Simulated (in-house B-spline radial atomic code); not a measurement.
## Ag II (Ag+): [Kr] 4d9 6p1 (an excited or competing configuration)

Level of theory: Dirac-Hartree-Fock, average of configuration, Fermi nucleus of rms radius 4.5454 fm; calculated with a radial B-spline atomic code at the basis-set limit.

Screening seen three ways: the hydrogenic charge with the same mean radius, Z_r = [3n² - l(l+1)]/(2<r>), the one with the same energy, Z_e = n√(-2ε), and Slater's rules. Values are occupation-weighted means over j. An effective charge above Z reflects the relativistic contraction of the inner shells.

| shell | electrons | ε (eV) | <r> (bohr) | Z_r | Z_e | Slater |
| --- | --- | --- | --- | --- | --- | --- |
| 1s | 2 | -25683 | 0.0311 | 48.23 | 43.45 | 46.70 |
| 2s | 2 | -3882.8 | 0.1343 | 44.67 | 33.79 | 42.85 |
| 2p | 6 | -3480.6 | 0.1176 | 42.53 | 31.99 | 42.85 |
| 3s | 2 | -764.14 | 0.3662 | 36.86 | 22.48 | 35.75 |
| 3p | 6 | -628.24 | 0.3656 | 34.19 | 20.39 | 35.75 |
| 3d | 10 | -412.97 | 0.3449 | 30.44 | 16.53 | 25.85 |
| 4s | 2 | -134.87 | 0.9171 | 26.17 | 12.59 | 19.25 |
| 4p | 6 | -93.039 | 1.001 | 22.98 | 10.46 | 19.25 |
| 4d | 9 | -32.037 | 1.299 | 16.16 | 6.14 | 8.20 |
| 6p | 1 | -4.837 | 8.092 | 6.55 | 3.58 | 2.00 |

The least bound orbital is 6p3/2 at -4.813 eV, and it is also the most diffuse (<r> = 8.135 bohr).

Spin-orbit splittings of the orbital energies (j = l + 1/2 above j = l - 1/2 when positive): 2p 176.2 eV, 3p 32.1 eV, 3d 6.379 eV, 4p 5.389 eV, 4d 0.6752 eV, 6p 0.07274 eV.

For the 1s electron the small component carries 2.96 % of the norm, the zero-frequency Breit interaction raises the level by 55.5 eV, self-energy by 31.03 eV, and vacuum polarisation lowers it by 3.894 eV.
